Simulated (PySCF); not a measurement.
A GIAO shielding run with PySCF 2.14 (density fitting, non-relativistic, gas phase) on `C#CP1(=S)CCOCC1`, C$_{6}$H$_{9}$OPS:

```
$ OMP_NUM_THREADS=1 python probes_run.py task.json out

{"job": {"kind": "nmr", "xc": "B3LYP", "basis": "pcSseg-1", "pop": false}, "charge": 0, "multiplicity": 1}
C      2.778916    -0.296608    -1.038859
C      1.913476    -0.260893    -0.187757
P      0.705176    -0.225406     1.113319
S      1.410647    -0.525042     2.894545
C     -0.156161     1.360562     0.817960
C     -0.876646     1.384815    -0.527756
O     -1.798650     0.339079    -0.667610
C     -1.217616    -0.930886    -0.781561
C     -0.563466    -1.399037     0.515856
H      3.549537    -0.330502    -1.789106
H      0.579526     2.174105     0.908396
H     -0.871517     1.456742     1.650702
H     -1.447198     2.320808    -0.623045
H     -0.134805     1.362881    -1.351761
H     -2.027896    -1.622879    -1.056040
H     -0.474376    -0.946547    -1.604494
H     -1.302889    -1.459110     1.331047
H     -0.095423    -2.389561     0.410686
```

Hardware: 1 thread of an Intel Xeon Platinum 8488C, shared host. The job also computes ring-centre shieldings.

Question: How large is the calculation?

Answer: 84 electrons, 212 basis functions and 1143 auxiliary functions.

Question: How long does it take, and how much memory does it need?

Answer: 44 s of wall time, with 15 SCF cycles and 4 response iterations; peak memory 1.1 GiB. Times on a shared host scatter by some tens of per cent.

Question: And these other runs on the same molecule and hardware: GIAO shielding at PBE0/pcSseg-1?

Answer: PBE0/pcSseg-1: 212 functions, 46 s.
